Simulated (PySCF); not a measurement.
**Stationary points of BrOCl3**

Computed with B3LYP/[Br def2-SVP, O def2-SVP, Cl def2-SVP], no relativity, density fitting, PySCF.

Relaxations began from a few typed shapes. The search is not exhaustive: other isomers or separated fragments can lie lower, and high-lying points may rest on an excited occupation.

(1) Which is the lowest minimum found?
A. singlet C3v: Br–Cl 2.406 Å (×3), Br–O 1.613 Å; Cl–Br–Cl 116.7° (×3), Cl–Br–O 100.5° (×3)
B. singlet Cs: Br–Cl 2.319 Å, Br–Cl 2.404 Å (×2), Br–O 1.617 Å; Cl–Br–Cl 93.3° (×2), Cl–Br–Cl 161.7°, Cl–Br–O 96.9° (×2), Cl–Br–O 109.3°
C. singlet C2v: Br–Cl 2.396 Å (×2), Br–Cl 2.585 Å, Br–O 1.656 Å; Cl–Br–Cl 85.9° (×2), Cl–Br–Cl 171.9°, Cl–Br–O 94.1° (×2), Cl–Br–O 180.0°

## Answers

(1) B. The others lie at 3.7 (singlet C3v), 105.9 (singlet C2v, a saddle point) kJ/mol above it.

Counting electrons, bromine keeps 2 of its valence electrons outside its bonds, so the VSEPR class is AX4E1 and the expected shape is see-saw; with unlike ligands the computed point group is Cs.
